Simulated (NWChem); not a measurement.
System: CH3FO3Si; SMILES O=C(O)[Si@H](O)F

Here is an NWChem input.

```
start job
memory heap 200 mb stack 900 mb global 1100 mb
geometry units angstroms noautosym nocenter noautoz
  O      1.142866    -1.351777     0.581191
  C      0.111562    -1.039479     0.001523
  O     -0.832544    -1.928949    -0.361792
  Si    -0.204893     0.823418    -0.393079
  O      1.288080     1.489722    -0.125837
  F     -1.319678     1.354350     0.679895
  H     -0.515136    -2.815431    -0.063219
  H     -0.704913     1.154557    -1.754371
  H      1.831026     0.868201     0.404576
end
basis spherical
  O library def2-svp
  C library def2-svp
  Si library def2-svp
  F library def2-svp
  H library def2-svp
end
dft
  xc pbe0
  iterations 150
end
cosmo
  do_cosmo_smd true
  solvent methanol
end
task dft energy
```

All runs use the structure optimised with PBE-D3(BJ)/def2-SVP. Solvent: methanol.

Level: PBE0/def2-SVP with SMD (1 M gas to 1 M solution), gas-phase geometry. Reactions with the solvent are ignored.

Problem. Give the results of this calculation. (PBE0/def2-SVP, SMD on the gas-phase geometry.) Quantities: solvation free energy (kcal/mol); cavity-dispersion-structure term (kcal/mol); dipole in solution (D).

Solution. 
```yaml
solvation free energy (kcal/mol): -7.5
cavity-dispersion-structure term (kcal/mol): 4.0
dipole in solution (D): 2.83
```
